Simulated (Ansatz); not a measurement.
System: Cs2, net charge 0, singlet state. SMILES: [Cs][Cs]
Geometry: optimised at B3LYP-D3(BJ)/def2-TZVP (Ansatz, a program for electronic structure).

Quantity: vertical electron affinity (to the doublet state of charge -1; a negative value means that the extra electron is unbound and the number depends on the basis; each state is the SCF solution reached for its spin; the UHF <S^2> is 1.23 for the doublet (pure: 0.75); for the doublet the Hartree-Fock reference is unstable and T1 is 0.148; for the singlet the Hartree-Fock reference is unstable and T1 is 0.026), in eV. Valence correlation only, unless marked. UHF or UKS for open shells. No spin-orbit coupling. Frozen are the shells of the preceding noble gas and the d and f shells that filled before the atom's block. The outer core of K, Ca and their heavier congeners is not correlated, a term that matters for these elements. In def2 rows, elements after Kr have scalar-relativistic effective core potentials. Anions need diffuse functions: def2-D sets add few. 

```json
[
 {"level": "SVWN5/def2-TZVPD", "program": "Ansatz", "vertical electron affinity (eV)": "0.55"},
 {"level": "B3LYP/def2-TZVPD", "program": "Ansatz", "vertical electron affinity (eV)": "0.46"},
 {"level": "CCSD/def2-SVPD", "program": "Ansatz", "vertical electron affinity (eV)": "0.37"},
 {"level": "CCSD/def2-TZVPPD", "program": "Ansatz", "vertical electron affinity (eV)": "0.36"},
 {"level": "CCSD/def2-QZVPPD", "program": "Ansatz", "vertical electron affinity (eV)": "0.36"},
 {"level": "CCSD(T)/def2-SVPD", "program": "Ansatz", "vertical electron affinity (eV)": "0.39"}
]
```
